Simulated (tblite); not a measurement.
C5H7FSi.
InChI=1S/C5H7FSi/c1-4-5(6)2-3-7-4/h2-3H,7H2,1H3

All values are computed: GFN2-xTB (tblite) harmonic vibrations without scaling, gas phase. Against measured fundamentals such values can be off by several per cent, at times by over 20. Modes of hydrogen on silicon can be 10 to 20 % off.

Harmonic wavenumbers (cm⁻¹): 105.1, 142.0, 229.7, 234.9, 300.4, 355.3, 426.6, 473.1, 509.2, 553.4, 557.3, 612.7, 676.3, 757.8, 767.3, 785.9, 883.2, 904.1, 1023.4, 1051.9, 1119.3, 1173.1, 1213.6, 1315.3, 1401.8, 1474.2, 1481.8, 1574.9, 1648.3, 2263.6, 2266.1, 2991.5, 3007.1, 3023.8, 3078.9, 3109.1.

A = 3068, B = 2201, C = 1312 MHz; mass 114.030 u (most abundant isotopes); point group Cs, symmetry number 1.

Problem. What is the zero-point energy?

Solution. ½Σν̃ = 21746 cm⁻¹ = 62.17 kcal/mol.

Problem. Give the ideal-gas entropy at 298.15 K and 1 bar in the rigid-rotor, harmonic-oscillator model (classical rotation).

Solution. Translation 40.14, rotation 27.99, vibration 17.85: S = 86.0 cal/(mol K).

Problem. And Cp and H(298.15 K) − H(0)?

Solution. Cp = 31.71 cal/(mol K), of which vibrations give 23.76 (their classical limit is 36 R = 71.5); H(298.15 K) − H(0) = 5.57 kcal/mol without the zero-point energy, 3.20 from vibrations.

Problem. What must be added to the electronic energy to get the Gibbs energy at 298.15 K and 1 bar?

Solution. ZPE + [H(298.15 K) − H(0)] − T·S = 62.17 + 5.57 − 25.63 = 42.11 kcal/mol.

Problem. Which modes carry the vibrational entropy at 298.15 K?

Solution. 105.1 cm⁻¹: 3.36; 142.0 cm⁻¹: 2.78; 229.7 cm⁻¹: 1.88; 234.9 cm⁻¹: 1.84; 300.4 cm⁻¹: 1.41; 355.3 cm⁻¹: 1.14 cal/(mol K); the other 30 give 5.44 together.

Problem. Blend soft modes into free rotors: weight 1/[1 + (100 cm⁻¹/ν̃)⁴] for the oscillator and the rest for a rotor with moment μB/(μ + B), μ = h/(8π²ν), B = 10⁻⁴⁴ kg m². What vibrational entropy results?

Solution. 17.57 cal/(mol K) in place of 17.85, which changes −T·S at 298.15 K by +0.08 kcal/mol.

Problem. How do the functions run with temperature in this model?

Solution. 
| T (K) | S (cal/(mol K)) | Cp (cal/(mol K)) | H − H(0) (kcal/mol) | G − H(0) (kcal/mol) | ln q(vib) |
| --- | --- | --- | --- | --- | --- |
| 50 | 54.5 | 9.8 | 0.42 | -2.31 | 0.07 |
| 100 | 62.6 | 14.0 | 1.01 | -5.25 | 0.48 |
| 373.15 | 93.7 | 37.4 | 8.17 | -26.80 | 4.97 |
| 500 | 105.8 | 45.2 | 13.43 | -39.47 | 7.37 |
| 750 | 126.3 | 55.7 | 26.14 | -68.56 | 12.03 |
| 1000 | 143.3 | 62.3 | 40.95 | -102.31 | 16.36 |

q(vib) and H(0) count from the zero-point level.

Hindered rotation and anharmonicity are outside this model.
